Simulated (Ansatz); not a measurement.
Cost and result for the atomization energy of CH4FGaS, SMILES `F[CH2][GaH][SH]` (8 atoms, 7 bonds).

| atom | x (Å) | y (Å) | z (Å) |
| --- | --- | --- | --- |
| F1 | -0.1448 | 1.0125 | 1.4192 |
| C2 | 0.1627 | -0.2999 | 1.0758 |
| Ga3 | 0.0692 | -0.5541 | -0.8960 |
| S4 | -0.4767 | 1.2274 | -2.0488 |
| H5 | -0.5406 | -0.9603 | 1.5943 |
| H6 | 1.1645 | -0.5249 | 1.4574 |
| H7 | 0.3468 | -1.8864 | -1.6595 |
| H8 | -0.5812 | 1.9857 | -0.9424 |

The species carries charge 0 and has multiplicity 1. Correlated methods include outer-core shells of Ga, which these sets cover unevenly. Scalar relativity is left out up to krypton. Geometry: relaxed with PBE0-D4/def2-TZVP. It is one conformer, not always the lowest. Program: Ansatz. All runs use 4 threads of an AMD EPYC 9B45 on a shared host. Times are those of one run each, without the atoms' runs, and a repeat can differ threefold. Electronic energies, without spin–orbit coupling; frozen cores. CCSD(T)/CBS adds CCSD(T) − MP2 in def2-TZVPP to the MP2 limit, and its time is that of the two runs behind it. T1 = 0.013. With those shells the extrapolation isn't a true limit. B3LYP takes the VWN-RPA correlation (the form of Gaussian; ORCA's B3LYP/G).

CCSD(T)/CBS is a level of theory with its own doubt, some kJ/mol a heavy atom from the limit and from the frozen cores, so smaller differences don't rank the functionals.

```csv
level,functions,wall time,atomization (kcal/mol),difference from CCSD(T)/CBS,per bond
PBE-D4/def2-TZVPP (with forces),208,0.8 s,606.7,8.4,1.2
PBE0-D4/def2-TZVPP,208,0.95 s,595.4,-2.9,-0.4
r2SCAN-D4/def2-TZVPP (with forces),208,1.3 s,600.3,2.0,0.3
B3LYP-D4/def2-TZVPP (with forces),208,1.4 s,591.5,-6.8,-1.0
B2PLYP/def2-TZVPP,208,1.4 s,587.0,-11.3,-1.6
ωB97X-V/def2-TZVPP,208,2 s,600.2,1.9,0.3
ωB97M-V/def2-TZVPP (with forces),208,3 s,597.4,-0.9,-0.1
MP2/def2-QZVPP,393,5.5 s,601.6,3.3,0.5
CCSD(T)/def2-TZVPP,208,23 s,583.7,-14.6,-2.1
CCSD(T)/CBS(def2),–,28 s,598.3,0.0,0.0
```

From PBE to PBE0 (25 % exact exchange), in def2-TZVPP and without D4, the atomization energy moves by −10.8 kcal/mol: exact exchange takes away binding that semilocal exchange gives to molecules. In def2-TZVPP, CCSD(T) changes the Hartree–Fock value by +159.6 kcal/mol (the triples alone add +9.8 kcal/mol) and MP2 by +169.0 kcal/mol; breaking electron pairs costs correlation energy, which Hartree–Fock lacks. The D4 term adds +6.2 kcal/mol with B3LYP and +3.2 kcal/mol with PBE0; it sums over pairs of atoms, weighted by their polarisabilities, and B3LYP, whose exchange is more repulsive, gets the larger term.
